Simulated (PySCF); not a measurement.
Compound: C6H18BN.
Cartesian coordinates in Å at the PBE0-D3(BJ)/def2-SVP level; atoms count from 1:
```
atom  x, y, z in Å
C1     3.9578   -0.1823    0.7633
C2     2.8213    0.5596    0.0752
C3     1.4305    0.0203    0.4037
B4     0.2917    0.8638   -0.3700
N5    -1.2453    0.3445   -0.0066
C6    -1.5218    0.5268    1.4264
C7    -2.1873    1.1574   -0.7914
C8    -1.4035   -1.0716   -0.3710
H9     3.8572   -0.1374    1.8606
H10    4.9435    0.2370    0.5040
H11    3.9667   -1.2489    0.4819
H12    2.8653    1.6301    0.3426
H13    2.9712    0.5273   -1.0186
H14    1.3078    0.0536    1.5050
H15    1.4142   -1.0549    0.1352
H16    0.3534    0.7350   -1.5940
H17    0.2749    2.0518   -0.0435
H18   -0.8143   -0.0713    2.0122
H19   -2.5524    0.2169    1.6646
H20   -1.3812    1.5843    1.6814
H21   -3.2268    0.8596   -0.5770
H22   -2.0380    2.2140   -0.5383
H23   -1.9686    1.0221   -1.8572
H24   -0.7185   -1.6810    0.2298
H25   -2.4401   -1.4028   -0.1967
H26   -1.1445   -1.1944   -1.4299
```

Level: PBE0/pcSseg-1 in PySCF, non-relativistic, on one gas-phase PBE0-D3(BJ)/def2-SVP geometry that isn't relaxed in the solvent. The solvent is an IEF-PCM continuum (van der Waals radii × 1.2). The model holds no explicit solvent molecules, cavitation or dispersion.

```json
{"run": "gas", "E − E(gas) (kcal/mol)": "0.00", "HOMO (eV)": "-7.28", "HOMO–LUMO gap (eV)": "8.22", "dipole (D)": "5.19"}
{"run": "P", "E − E(gas) (kcal/mol)": "-7.16", "HOMO (eV)": "-7.58", "HOMO–LUMO gap (eV)": "9.05", "dipole (D)": "6.56"}
{"run": "Q", "E − E(gas) (kcal/mol)": "-2.74", "HOMO (eV)": "-7.37", "HOMO–LUMO gap (eV)": "8.56", "dipole (D)": "5.69"}
```

**Question.** The runs were made in cyclohexane and water. Which run belongs to which solvent?

**Answer.** P = water, Q = cyclohexane. The dielectric constants are 2.017 (cyclohexane), 78.36 (water), and the energy falls further as ε rises. In this model the ground state sees the solvent through ε alone.

**Question.** How constant is the ratio of the lowering to (ε − 1)/(2ε + 1)?

**Answer.** 
```csv
solvent,(ε − 1)/(2ε + 1),E − E(gas) (kcal/mol),ratio (kcal/mol),polarisation term (kcal/mol)
cyclohexane,0.202,-2.74,-13.5,-2.94
water,0.490,-7.16,-14.6,-8.71
```

The ratio changes by +7.7 % in size from cyclohexane to water. The polarisation term is half the interaction of the solute with the induced surface charges.

The run took 85 s of wall time on an Arm Neoverse N1 with one thread, shared host with 64 logical CPUs at a one-minute load of 60, and the process peaked at 1.2 GiB of memory. This is the whole shielding run at PBE0/pcSseg-1 in water, SCF included.
